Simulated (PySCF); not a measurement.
C₂H₇NOSi, SMILES OC/C=N/[SiH3]. Heavy atoms are numbered as in [OH:1][CH2:2]/[CH:3]=[N:4]/[SiH3:5]. Hydrogens are named by the atom that carries them.

Geometry: PBE-D3(BJ)/def2-SVP. The structure was generated by enumeration; whether it is a known compound was not checked. The values are those of a single conformer.

Level of theory: HF/pcSseg-1 run with PySCF.

GIAO shieldings, no solvent; atoms alike by connectivity are averaged. δ = σ(ref) − σ: ¹⁷O against H2O (σ = 333.0 ppm); ¹³C against TMS (σ = 192.6 ppm); ¹⁵N against NH3 (σ = 267.3 ppm); ²⁹Si against TMS (σ = 393.8 ppm); ¹H against TMS (σ = 31.99 ppm), references at their B3LYP-D3(BJ)/def2-TZVP geometries, non-relativistic.

**Question.** Estimate the chemical shifts. (An estimate is asked for; the answer gives what the named calculation found.)

**Answer.** 
```csv
nucleus,atoms,count,δ (ppm)
¹⁷O,O1 (OH),1,15.4
¹³C,C3 (CH),1,193.6
¹³C,C2 (CH2),1,69.4
¹⁵N,N4,1,390.5
²⁹Si,Si5 (SiH3),1,-41.6
¹H,H on C3,1,8.81
¹H,H on Si5,3,4.95
¹H,H on C2,2,4.58
¹H,H on O1,1,1.55
```
